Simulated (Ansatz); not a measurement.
cis-Ti(H2O)2F4 (TiO₂F₄H₄), 11 atoms. Hardware: 4 threads of Arm Neoverse V1 on a shared host.

Correlated methods freeze 11 core orbitals; core or outer-core shells of Ti are correlated, in sets that lack core-valence functions.

Task: How many basis functions does each of these Ansatz runs have, and roughly what does it cost? HF/STO-3G, charge 0 singlet, energy; ωB97X-V/def2-TZVP, charge 0 singlet, energy, from earlier orbitals; BHLYP-D4/def2-TZVP, charge 0 singlet, energy, from earlier orbitals; MP2/def2-TZVP, charge 0 singlet, energy, from earlier orbitals; r2SCAN-D4/def2-SVP, charge 0 singlet, relaxation, 6 steps; CAM-B3LYP-D4/def2-TZVP, charge 0 singlet, energy, from earlier orbitals; PBE0-D4/def2-TZVP, charge 0 singlet, energy, from earlier orbitals; PBE-D4/def2-TZVP, charge 0 singlet, energy and forces, from earlier orbitals; CCSD(T)/def2-SVP, charge 0 singlet, energy, from earlier orbitals; r2SCAN-D4/def2-TZVP, charge 0 singlet, energy, from earlier orbitals; PBE0-D4/def2-SVP, charge 0 singlet, energy, from earlier orbitals; PBE-D4/def2-SVP, charge 0 singlet, energy, from earlier orbitals.

Result: Other jobs shared the machine, so times can vary by a factor of up to 3. A dash marks memory too small to be measured apart from the calling script's.

```json
{"run": "HF/STO-3G, charge 0 singlet, energy", "functions": "52", "fitting or Cholesky vectors": "743", "wall time": "0.3 s", "peak host memory (GiB)": "–"}
{"run": "PBE-D4/def2-SVP, charge 0 singlet, energy, from earlier orbitals", "functions": "135", "fitting or Cholesky vectors": "1490", "wall time": "1.6 s", "peak host memory (GiB)": "–"}
{"run": "PBE0-D4/def2-SVP, charge 0 singlet, energy, from earlier orbitals", "functions": "135", "fitting or Cholesky vectors": "1322", "wall time": "2.6 s", "peak host memory (GiB)": "–"}
{"run": "PBE-D4/def2-TZVP, charge 0 singlet, energy and forces, from earlier orbitals", "functions": "255", "fitting or Cholesky vectors": "1515", "wall time": "4.2 s", "peak host memory (GiB)": "–"}
{"run": "MP2/def2-TZVP, charge 0 singlet, energy, from earlier orbitals", "functions": "255", "fitting or Cholesky vectors": "1838", "wall time": "6 s", "peak host memory (GiB)": "0.72"}
{"run": "PBE0-D4/def2-TZVP, charge 0 singlet, energy, from earlier orbitals", "functions": "255", "fitting or Cholesky vectors": "1568", "wall time": "6 s", "peak host memory (GiB)": "0.83"}
{"run": "CAM-B3LYP-D4/def2-TZVP, charge 0 singlet, energy, from earlier orbitals", "functions": "255", "fitting or Cholesky vectors": "1565", "wall time": "6.5 s", "peak host memory (GiB)": "0.92"}
{"run": "BHLYP-D4/def2-TZVP, charge 0 singlet, energy, from earlier orbitals", "functions": "255", "fitting or Cholesky vectors": "1750", "wall time": "6.5 s", "peak host memory (GiB)": "0.87"}
{"run": "r2SCAN-D4/def2-TZVP, charge 0 singlet, energy, from earlier orbitals", "functions": "255", "fitting or Cholesky vectors": "1515", "wall time": "7 s", "peak host memory (GiB)": "–"}
{"run": "ωB97X-V/def2-TZVP, charge 0 singlet, energy, from earlier orbitals", "functions": "255", "fitting or Cholesky vectors": "1565", "wall time": "14 s", "peak host memory (GiB)": "1"}
{"run": "r2SCAN-D4/def2-SVP, charge 0 singlet, relaxation, 6 steps", "functions": "135", "fitting or Cholesky vectors": "1490", "wall time": "17 s", "peak host memory (GiB)": "–"}
{"run": "CCSD(T)/def2-SVP, charge 0 singlet, energy, from earlier orbitals", "functions": "135", "fitting or Cholesky vectors": "1322", "wall time": "50 s", "peak host memory (GiB)": "1.2"}
```
